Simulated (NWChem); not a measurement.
Lowest excitation of hydrogen iodide (HI)

SMILES: I
```xyz
2

I      0.0000     0.0000     0.0302
H      0.0000     0.0000    -1.6026
```
Charge 0, spin multiplicity 1.

All runs are NWChem calculations. The geometry was optimised at PBE/def2-SVP with def2 effective core potentials on I, a minimum by its harmonic frequencies.

Basis set: def2-SVPD.

```json
[
 {"method": "EOM-CCSD", "lowest vertical singlet excitation energy (eV)": "5.54", "relative cost": "under 3", "difference from EOM-CCSD": "0.00"},
 {"method": "TD-PBE", "lowest vertical singlet excitation energy (eV)": "5.13", "relative cost": "1", "difference from EOM-CCSD": "-0.41"},
 {"method": "TDA-PBE0", "lowest vertical singlet excitation energy (eV)": "5.40", "relative cost": "under 3", "difference from EOM-CCSD": "-0.14"},
 {"method": "CIS", "lowest vertical singlet excitation energy (eV)": "5.82", "relative cost": "under 3", "difference from EOM-CCSD": "+0.28"},
 {"method": "TD-B3LYP", "lowest vertical singlet excitation energy (eV)": "5.21", "relative cost": "under 3", "difference from EOM-CCSD": "-0.34"}
]
```

The values span 0.69 eV, from TD-PBE (lowest) to CIS (highest). Costs are rough ratios of processor time within this set of runs, SCF included, with TD-PBE as 1.

Effective core potentials replace the inner electrons of I; spin-orbit coupling is left out. The correlated methods keep 4 core orbitals frozen. B3LYP has NWChem's definition, with VWN1-RPA local correlation. No row is a measurement; the coupled-cluster row has its own basis-set and correlation limits.
